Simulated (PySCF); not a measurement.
Dipole moment and polarisability of `CO[SiH2][SiH2][SiH3]`

Species: CH10OSi3.
Atom-mapped SMILES: `[CH3:1][O:2][SiH2:3][SiH2:4][SiH3:5]` (hydrogens: H6, H7, H8 on C1; H9, H10 on Si3; H11, H12 on Si4; H13, H14, H15 on Si5)

Structure used (GFN2-xTB), in Å, numbered top down from 1:
```
atom  x, y, z in Å
C1    -3.1576   -0.4272    0.0934
O2    -1.7772   -0.5725   -0.0211
Si3   -0.6623    0.5631   -0.3484
Si4    1.2347   -0.7393   -0.3488
Si5    3.1781    0.4654   -0.0233
H6    -3.4098    0.2218    0.9356
H7    -3.5805    0.0031   -0.8177
H8    -3.5904   -1.4150    0.2578
H9    -0.7231    1.6352    0.6610
H10   -1.0099    1.2521   -1.6031
H11    1.3617   -1.4757   -1.6209
H12    1.1629   -1.8251    0.6452
H13    3.2745    1.0594    1.3126
H14    4.4007   -0.3219   -0.1920
H15    3.2939    1.5847   -0.9633
```

Level: PBE0/def2-SVPD (PySCF), static field, nuclei fixed, core orbitals frozen in the response. The polarisability tensor in these axes (au):

```
x   131.82   2.04   1.45
y     2.04  96.11   0.73
z     1.45   0.73  86.90
```

Task: Give the principal values, the mean and the anisotropy Δα = √{½[(α1 − α2)² + (α2 − α3)² + (α1 − α3)²]}.

Result: Principal values 86.81, 96.04 and 131.99 au; mean 104.95 au = 15.55 Å³ = 17.30 × 10⁻⁴⁰ C²·m²/J; Δα = 41.34 au (39 % of the mean).

Task: What is the dipole moment, and where does it point?

Result: (-1.34, 0.28, 0.01) D, 1.37 D in size, pointing from the negative to the positive side. Measured along this direction, the outermost atoms are H14 at the negative end and H7 and H6 at the positive end.

Task: How large is μ²/3kT at 250 K beside α?

Result: In Gaussian units μ²/3kT = 18.10 Å³ against 15.55 Å³, a ratio of 1.16; the Debye molar polarisation (4π/3)N_A(α + μ²/3kT) is 84.9 cm³/mol, leaving out the vibrational part.

Task: Rayleigh depolarisation ratio (linearly polarised light, static tensor)?

Result: ρ = 3Δα²/(45ᾱ² + 4Δα²) = 5128.1/(495619 + 6837.4) = 0.0102.

Task: Traceless (Buckingham) quadrupole moment about the centre of nuclear charge: eigenvalues?

Result: -3.23, -1.56, 4.79 D·Å. The values depend on the origin, since the dipole doesn't vanish. The electronic extent ⟨r²⟩ about the same centre is 1472 bohr², a root-mean-square distance of 2.50 Å for the 66 electrons.

The structure is a single GFN2-xTB conformer in the gas phase; no vibrational or solvent corrections.
